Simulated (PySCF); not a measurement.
Isomers of C3H9F3SSi2, mass 189.992 u with the commonest isotopes. Theory: PBE0/pcSseg-1 in PySCF (dipole) on a GFN2-xTB geometry, gas phase. One conformer each, none proved a minimum here; rigid rotors.

**Question.** Order these by rotational constant A, smallest first.
A. `[CH3:1][SiH2:2][Si@@H:3]([S:4][CH3:5])[C:6]([F:7])([F:8])[F:9]` with C1–Si2–Si3–S4 164°, Si2–Si3–S4–C5 154°
B. `[CH3:1][CH2:2][Si@@H:3]([S:4][SiH3:5])[C:6]([F:7])([F:8])[F:9]` with C1–C2–Si3–S4 169°, C2–Si3–S4–Si5 150°
C. `[CH3:1][S:2][CH2:3][Si@@H:4]([SiH2:5][F:6])[CH:7]([F:8])[F:9]` with C1–S2–C3–Si4 -177°, S2–C3–Si4–Si5 -176°, C3–Si4–Si5–F6 -61°, C3–Si4–C7–F8 176°
D. `[F:1][C:2]([F:3])([F:4])[S:5][CH2:6][CH:7]([SiH3:8])[SiH3:9]` with C2–S5–C6–C7 -69°, S5–C6–C7–Si8 -177°

**Answer.** C (1060 MHz), A (1148 MHz), B (1267 MHz), D (1579 MHz).

**Question.** Order these by dipole moment, smallest first.
A. `[CH3:1][CH2:2][Si@@H:3]([S:4][SiH3:5])[C:6]([F:7])([F:8])[F:9]` with C1–C2–Si3–S4 169°, C2–Si3–S4–Si5 150°
B. `[F:1][C:2]([F:3])([F:4])[S:5][CH2:6][CH:7]([SiH3:8])[SiH3:9]` with C2–S5–C6–C7 -69°, S5–C6–C7–Si8 -177°
C. `[CH3:1][S:2][CH2:3][Si@@H:4]([SiH2:5][F:6])[CH:7]([F:8])[F:9]` with C1–S2–C3–Si4 -177°, S2–C3–Si4–Si5 -176°, C3–Si4–Si5–F6 -61°, C3–Si4–C7–F8 176°
D. `[CH3:1][SiH2:2][Si@@H:3]([S:4][CH3:5])[C:6]([F:7])([F:8])[F:9]` with C1–Si2–Si3–S4 164°, Si2–Si3–S4–C5 154°

**Answer.** A (1.04 D), D (1.59 D), B (1.84 D), C (2.19 D).

**Question.** Order these by radius of gyration √(Σ m r²/M), smallest first.
A. `[F:1][C:2]([F:3])([F:4])[S:5][CH2:6][CH:7]([SiH3:8])[SiH3:9]` with C2–S5–C6–C7 -69°, S5–C6–C7–Si8 -177°
B. `[CH3:1][S:2][CH2:3][Si@@H:4]([SiH2:5][F:6])[CH:7]([F:8])[F:9]` with C1–S2–C3–Si4 -177°, S2–C3–Si4–Si5 -176°, C3–Si4–Si5–F6 -61°, C3–Si4–C7–F8 176°
C. `[CH3:1][SiH2:2][Si@@H:3]([S:4][CH3:5])[C:6]([F:7])([F:8])[F:9]` with C1–Si2–Si3–S4 164°, Si2–Si3–S4–C5 154°
D. `[CH3:1][CH2:2][Si@@H:3]([S:4][SiH3:5])[C:6]([F:7])([F:8])[F:9]` with C1–C2–Si3–S4 169°, C2–Si3–S4–Si5 150°

**Answer.** D (2.309 Å), C (2.334 Å), A (2.413 Å), B (2.605 Å).

```
                    SMILES  point group  Ia (u·Å²)  Ib (u·Å²)  Ic (u·Å²)      κ  μa (D)  μb (D)  μc (D)
  CSC[Si@@H]([SiH2]F)C(F)F           C1     476.73     883.68    1217.91  -0.51    1.75    1.16    0.62
C[SiH2][Si@@H](SC)C(F)(F)F           C1     440.35     667.33     961.64  -0.25    1.02    0.74    0.97
 FC(F)(F)SCC([SiH3])[SiH3]           C1     320.05     900.68     992.00  -0.90    1.69    0.60    0.43
CC[Si@@H](S[SiH3])C(F)(F)F           C1     398.76     677.08     949.65  -0.42    0.16    0.90    0.50
```
